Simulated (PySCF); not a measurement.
# Correlation energy of Pd+ (palladium, charge +1)

[Kr] 4d8 5s1, high-spin 4F determinant (an excited configuration). Calculation: PySCF 2.14, in aug-cc-pVTZ-PP with ECP28MDF; scalar relativity through the core potential. Frozen: 4s2 4p6; 9 electrons correlated.

```
  level  correlation energy (mhartree)
   CCSD                        -251.75
    (T)                          -8.36
CCSD(T)                        -260.11
```

Diagnostics: T1 = 0.0100, D1 = 0.0393, largest double amplitude 0.015.

Question: Is a single reference adequate?

Answer: Yes, within this model without spin-orbit coupling: T1 lies below 0.03 and no double amplitude reaches 0.07.
